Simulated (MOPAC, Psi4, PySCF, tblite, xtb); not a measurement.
Dimer Cl2 ··· Cl2 (SMILES ClCl and ClCl) at R = 4.14 Å between the centres of mass, closest contact 2.73 Å (a higher rigid-body minimum at GFN2-xTB). Geometry in Å and degrees:

```
Cl
Cl 1 2.0135
Cl 1 2.7346 2 172.41
Cl 3 2.0135 1 108.50 2 -12.72
```

- GFN2-xTB (tblite)
- SAPT0/jun-cc-pVDZ, frozen core (Psi4)
- PBE0/def2-TZVP, counterpoise-corrected (Psi4)
- PBE0-D3(BJ)/def2-TZVP, counterpoise-corrected (Psi4)
- PBE/def2-TZVP, counterpoise-corrected (Psi4)
- PBE-D3(BJ)/def2-TZVP, counterpoise-corrected (Psi4)
- HF/aug-cc-pVTZ, counterpoise-corrected (Psi4)
- MP2/aug-cc-pVTZ = DF-MP2/aug-cc-pVTZ, frozen core, counterpoise-corrected run with Psi4
- SCS-MP2/aug-cc-pVTZ = DF-SCS-MP2/aug-cc-pVTZ, frozen core, counterpoise-corrected in Psi4
- PM3, restricted, heats of formation (MOPAC)
- PM6, restricted, heats of formation (MOPAC)
- GFN1-xTB (xtb)
- RKS-B3LYP/6-31G* = restricted B3LYP/6-31G*, spherical d, no counterpoise correction run with PySCF
- RMP2/3-21G = restricted MP2 (frozen core)/3-21G, no counterpoise correction (PySCF)
- RKS-BP86/6-31G* = restricted BP86/6-31G*, spherical d, no counterpoise correction run with PySCF
- RKS-LDA (SVWN5)/6-31G* = restricted LDA (SVWN5)/6-31G*, spherical d, no counterpoise correction (PySCF)

### Question
What interaction energy does each level give?

### Answer

| method | E_int / kJ/mol |
|---|---|
| RKS-LDA (SVWN5)/6-31G* | -16.80 |
| GFN2-xTB | -8.88 |
| GFN1-xTB | -8.34 |
| PM6 | -3.03 |
| PBE-D3(BJ)/def2-TZVP | -2.49 |
| PM3 | 1.12 |
| PBE/def2-TZVP | 2.02 |
| PBE0-D3(BJ)/def2-TZVP | 3.54 |
| MP2/aug-cc-pVTZ | 5.53 |
| RKS-BP86/6-31G* | 7.39 |
| PBE0/def2-TZVP | 7.95 |
| SCS-MP2/aug-cc-pVTZ | 11.98 |
| RKS-B3LYP/6-31G* | 12.85 |
| RMP2/3-21G | 15.31 |
| SAPT0/jun-cc-pVDZ | 18.99 |
| HF/aug-cc-pVTZ | 31.60 |
